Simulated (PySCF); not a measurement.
PySCF job for O₂S₂, SMILES O=S(=S)=O, PBE0/pcJ-1. Coordinates come from a B3LYP-D3(BJ)/def2-SVP optimisation.

```python
import numpy as np
from pyscf import gto, scf, dft
from pyscf.prop.ssc import rks as ssc

mol = gto.M(
    atom='''
    S    -0.00000000    0.00000000   -0.39146822
    S     0.00000000   -0.00000000    1.51761142
    O     0.00000000    1.26110372   -1.12614319
    O     0.00000000   -1.26110372   -1.12614321
    ''',
    basis='pcJ-1',
    charge=0,
    spin=0,
    max_memory=1600,
    verbose=3,
)
mf = dft.RKS(mol, xc='pbe0')
mf.grids.level = 3
mf.conv_tol = 1e-10
mf.max_cycle = 100
mf.kernel()
j = ssc.SSC(mf)
j.with_fcsd = True
j.max_cycle_cphf = 80
j.conv_tol = 1e-7
e11 = j.kernel()
```

Log of the run:

```
converged SCF energy = -941.143152759018
Reduced spin-spin coupling constant K (Hz)
               #0        #1        #2        #3
        0 S    0.00000
        1 S  -296.59542   0.00000
        2 O  -230.54249 -32.97498   0.00000
        3 O  -230.54262 -32.97515 -22.12848   0.00000
Spin-spin coupling constant J (Hz)
               #0        #1        #2        #3
        0 S    0.00000
        1 S  -54.64019   0.00000
        2 O   74.95777  10.72137   0.00000
        3 O   74.95781  10.72142 -12.69800   0.00000
```

The run converged.
